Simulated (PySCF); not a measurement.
**CH9ClSSi3**

CH9ClSSi3 is a small molecule, neutral, singlet. The structure, one conformer, was relaxed in the gas phase by PBE0-D3(BJ)/def2-SVP. No frequency run checks that it is a minimum.

SMILES: C[Si]([SiH3])(Cl)S[SiH3]

Coordinates in Å:
```
Si1     0.479    0.099    0.467
Si2    -1.754    0.258    1.150
C3      1.651    1.150    1.465
S4      0.677    0.697   -1.589
Si5    -0.122   -1.048   -2.576
Cl6     1.027   -1.909    0.666
H7     -2.195    1.683    1.039
H8     -1.888   -0.182    2.573
H9     -2.624   -0.596    0.288
H10     1.597    0.872    2.529
H11     1.387    2.214    1.364
H12     2.683    1.006    1.112
H13    -1.310   -1.569   -1.841
H14     0.909   -2.116   -2.699
H15    -0.524   -0.581   -3.933
```

Shieldings: GIAO PBE0/pcSseg-1. Shifts are against computed references at the same level: C TMS (σ 184.4 ppm), H TMS (σ 31.27 ppm), Si TMS (σ 352.0 ppm). Core levels by delta-SCF with SCAN, pcX-2 on the ionised atom and pcseg-1 elsewhere, spin-free X2C (2p3/2 is the spin-free 2p value less a third of a first-order spin-orbit splitting); from the vacuum level, for chosen atoms.

Task: Give the NMR and core-level values of the distinct atoms.

Result: 
```json
{"atoms": "Si1", "bonded to": "1 C + 1 Cl + 1 S + 1 Si", "σ (ppm)": "303.9", "δ (ppm)": "48.0", "core level (eV)": "2p3/2 107.54"}
{"atoms": "Si2", "bonded to": "1 Si + 3 H", "σ (ppm)": "456.5", "δ (ppm)": "-104.5", "core level (eV)": "2p3/2 106.62"}
{"atoms": "C3", "bonded to": "1 Si + 3 H", "σ (ppm)": "175.7", "δ (ppm)": "8.7", "core level (eV)": "1s 290.52"}
{"atoms": "S4", "bonded to": "2 Si", "σ (ppm)": "743.4", "δ (ppm)": "-", "core level (eV)": "2p3/2 168.67"}
{"atoms": "Si5", "bonded to": "1 S + 3 H", "σ (ppm)": "403.3", "δ (ppm)": "-51.3", "core level (eV)": "-"}
{"atoms": "Cl6", "bonded to": "1 Si", "σ (ppm)": "884.5", "δ (ppm)": "-", "core level (eV)": "2p3/2 205.66"}
{"atoms": "H7 H8 H9", "bonded to": "1 Si", "σ (ppm)": "27.68", "δ (ppm)": "3.59", "core level (eV)": "-"}
{"atoms": "H10 H11 H12", "bonded to": "1 C", "σ (ppm)": "30.43", "δ (ppm)": "0.84", "core level (eV)": "-"}
{"atoms": "H13 H14 H15", "bonded to": "1 Si", "σ (ppm)": "26.58", "δ (ppm)": "4.69", "core level (eV)": "-"}
```

Values are those of this one static structure, with the three H of a rotating XH3 group averaged; atoms that internal rotation interchanges would show their mean in an NMR spectrum.

Task: Which of Si1, Si2 holds its core electrons tightest, and by how much against the loosest?

Result: Si1 (bonded to 1 C + 1 Cl + 1 S + 1 Si), by 0.92 eV over Si2 (bonded to 1 Si + 3 H).

Task: By CAM-B3LYP/def2-SVPD (TDDFT singlets, Tamm-Dancoff triplets, ionisation by delta-SCF), where does absorption start, and what does vertical ionisation take?

Result: The lowest singlet lies at 5.87 eV (f 0.007), the strongest of the first 6 at 6.94 eV (f 0.061), the lowest triplet at 5.51 eV; vertical ionisation takes 9.22 eV.
